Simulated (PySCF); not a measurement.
Molecule: `C[c+]1cc1[C@H](C)F`, [C6H8F]+.

Bonds (- single, = double, # triple, : aromatic): C1-C2, C2-C3, C3=C4, C4-C5, C5-C6, C5-F7, C4-C2. C1 carries H8, H9, H10; C3 carries H11; C5 carries H12; C6 carries H13, H14, H15. Formal charges: C2 +1. Stereochemistry as in C[c+]1cc1[C@H](C)F.

Total charge +1.

Frames of a GFN2-xTB Langevin trajectory at 300 K; GIAO PBE0/pcSseg-1 shieldings in PySCF 2.14, gas phase, non-relativistic; equivalent atoms averaged within each frame.

Chemical shifts δ = σref − σ; TMS for ¹³C (186.93 ppm), ¹H (31.72 ppm); ¹⁹F (170.95 ppm) vs CFCl3, all at this level. The references are static minima.

**Question.** How do the shifts (ppm) fluctuate along the trajectory?

**Answer.** 
```tsv
time (fs)	C4	C2	C3	C5	C6	C1	F7	H11	H12	H8/H9/H10
optimised geometry	196.2	193.0	171.5	90.7	22.1	15.1	-210.2	9.84	6.80	3.78
250	194.4	179.3	172.5	92.9	22.8	9.9	-159.7	9.80	6.91	2.48
425	202.1	203.5	158.3	93.7	23.0	22.6	-199.4	9.15	6.61	5.09
625	197.2	196.3	166.3	97.9	19.6	20.9	-160.0	10.07	7.82	4.34
800	188.5	192.6	193.8	103.4	25.2	17.1	-147.5	11.08	6.38	3.88
1000	204.0	198.1	190.8	88.1	25.6	17.6	-216.3	10.94	6.26	4.42
mean of frames	197.3	194.0	176.3	95.2	23.3	17.6	-176.6	10.21	6.79	4.04
standard deviation	6.2	9.1	15.4	5.8	2.4	4.9	29.6	0.80	0.62	0.97
```

5 frames give an uncertainty of the mean of about the standard deviation over 2.2 at best, since frames this close in time may not be independent; classical motion lacks zero-point vibration, and the reference would need the same averaging.
